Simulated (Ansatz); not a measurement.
`N[SiH2]C=S` + HBr → `S=C[SiH2]Br` + NH₃ at 500 K and 1 bar (ligand exchange at the Si–N bond).

Program: Ansatz. Geometries: PBE0-D4/def2-TZVP. ΔE: electronic, gas phase. CBS: MP2 limit from def2 TZ/QZ plus the TZ coupled-cluster correction, frozen cores. This one scheme is used for every species. For Br outer-core shells are correlated without core-valence functions, which leaves a few kJ/mol of doubt a bond. Scalar relativity is left out up to krypton. Each species was taken in one conformer, which may not be the lowest.

```csv
species,CCSD(T)/CBS energy (Eh),H − E (kJ/mol),S (J/(mol·K))
`N[SiH2]C=S`,-782.61454,197.4,390.8
HBr,-2573.91920,30.5,213.7
`S=C[SiH2]Br`,-3300.04247,128.4,397.8
NH₃,-56.50880,108.2,211.8
```

H − E and S are ideal-gas, rigid-rotor, harmonic terms from PBE0-D4/def2-TZVP, for one conformer and one mirror image of each species. 1 Eh = 2625.50 kJ/mol, R = 8.31446 J/(mol·K).

Problem. By hand: ΔE, ΔH, ΔS and ΔG.

Solution. ΔE = (-3300.04247) + (-56.50880) − (-782.61454) − (-2573.91920) = -0.01753 Eh = -46.0 kJ/mol. Δ(H − E) = 128.4 + 108.2 − 197.4 − 30.5 = 8.7, so ΔH = -37.3 kJ/mol. ΔS = 397.8 + 211.8 − 390.8 − 213.7 = 5.1 J/(mol·K). ΔG = -37.3 − 500 × (5.1)/1000 = -39.8 kJ/mol.

Problem. By hand: the equilibrium constant, and the temperature at which ΔG would vanish if ΔH and ΔS stayed fixed.

Solution. log₁₀ K = −ΔG/(RT ln 10) = 4.2. ΔH and −TΔS have one sign here, so there is no such temperature.

The number of gas molecules stays the same, so ΔS is small and ΔH decides. A doubt of 5 kJ/mol in ΔE shifts log₁₀ K by 0.5 here. Other conformers and mirror images would add mixing entropy, several J/(mol·K) or more a flexible species. Modes under 60 cm⁻¹, often nearly free rotors, make the harmonic entropy too high. These are equilibria of isolated gas molecules and say nothing of rates. Largest T1 diagnostic: 0.014 (customary marks: 0.02 for closed shells, 0.045 for open ones).

ΔS is within the doubt of such terms, so its sign, and with it that verdict, could turn.
